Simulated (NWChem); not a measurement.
System: C₂H₅O₂ cation; SMILES C[OH+]C=O

```xyz
9

C      0.1507     1.7751     0.1547
O     -0.3507     0.3903     0.1541
C      0.3955    -0.8579    -0.2077
O     -0.1719    -1.8628    -0.1419
H      1.1945     1.7200    -0.1756
H     -0.4569     2.3479    -0.5552
H      0.0816     2.1529     1.1811
H     -1.2809     0.2325     0.4233
H      1.4208    -0.5595    -0.4895
```
Atoms are numbered in this order, from 1.

STO-3G and 3-21G are far too small for this property and stand as cheap habits. Geometry: optimised at PBE0/def2-SVP.

Task: Give the principal values of the shielding tensors (ppm) of C1, O2, C3, O4 from Hartree-Fock/STO-3G, GIAO (NWChem), with their diamagnetic and paramagnetic parts as GIAO splits them.

Result: 
```tsv
atom	σ11	σ22	σ33	isotropic	diamagnetic	paramagnetic
C1	145.7	151.3	236.3	177.8	248.1	-70.3
O2	270.5	312.1	434.8	339.1	376.6	-37.5
C3	12.9	138.8	266.9	139.5	257.5	-118.0
O4	-431.8	-226.8	391.0	-89.2	382.2	-471.4
```
